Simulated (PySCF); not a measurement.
Geometry:
```tsv
atom	x (Å)	y (Å)	z (Å)
C1	-3.022	0.543	-0.557
C2	-1.587	0.092	-0.803
C3	-0.862	-0.248	0.497
C4	0.568	-0.671	0.255
C5	1.510	-0.678	1.486
Si6	2.002	0.555	0.160
N7	3.471	0.295	-0.701
H8	-3.039	1.433	0.069
H9	-3.519	0.775	-1.496
H10	-3.586	-0.239	-0.053
H11	-1.590	-0.786	-1.453
H12	-1.036	0.882	-1.318
H13	-1.404	-1.050	1.011
H14	-0.873	0.628	1.151
H15	0.619	-1.584	-0.335
H16	2.074	-1.586	1.650
H17	1.058	-0.333	2.405
H18	1.763	1.978	0.298
H19	3.524	0.605	-1.658
H20	3.924	-0.600	-0.610
```

Geometry: GFN2-xTB; GIAO absolute shieldings from PySCF 2.14, gas phase, non-relativistic, averaged over equivalent atoms.

At KT3/pcSseg-1 (191 basis functions, 32 s wall time on 1 thread of an Arm Neoverse V2, shared host):
| atoms | σ (ppm) |
| --- | --- |
| C3 | 144.0 |
| C2 | 152.6 |
| C4 | 161.0 |
| C1 | 166.8 |
| C5 | 178.1 |
| Si6 | 446.6 |
| N7 | 259.3 |
| H18 | 27.84 |
| H13 | 29.90 |
| H11 | 30.30 |
| H12 | 30.36 |
| H15 | 30.59 |
| H16 | 30.67 |
| H8/H9/H10 | 30.78 |
| H14 | 31.27 |
| H17 | 31.44 |
| H19/H20 | 31.78 |

Predict the values at PBE0/pcSseg-1 on the same geometry.

## Answers


| atoms | σ at PBE0/pcSseg-1 | change |
| --- | --- | --- |
| C3 | 147.6 | +3.6 |
| C2 | 156.3 | +3.7 |
| C4 | 165.8 | +4.8 |
| C1 | 169.8 | +3.0 |
| C5 | 182.2 | +4.1 |
| Si6 | 436.4 | -10.2 |
| N7 | 265.2 | +5.9 |
| H18 | 27.70 | -0.14 |
| H13 | 29.94 | +0.04 |
| H11 | 30.30 | +0.00 |
| H12 | 30.40 | +0.04 |
| H15 | 30.62 | +0.03 |
| H16 | 30.72 | +0.05 |
| H8/H9/H10 | 30.75 | -0.03 |
| H14 | 31.31 | +0.04 |
| H17 | 31.46 | +0.02 |
| H19/H20 | 31.67 | -0.11 |

The largest change is at Si6 (silicon bonded to 2 C, N, H, in a 3-membered ring). Cost: 191 basis functions, 29 s wall time on 1 thread of an Arm Neoverse V2, shared host. The order of the carbon signals is the same at both levels.
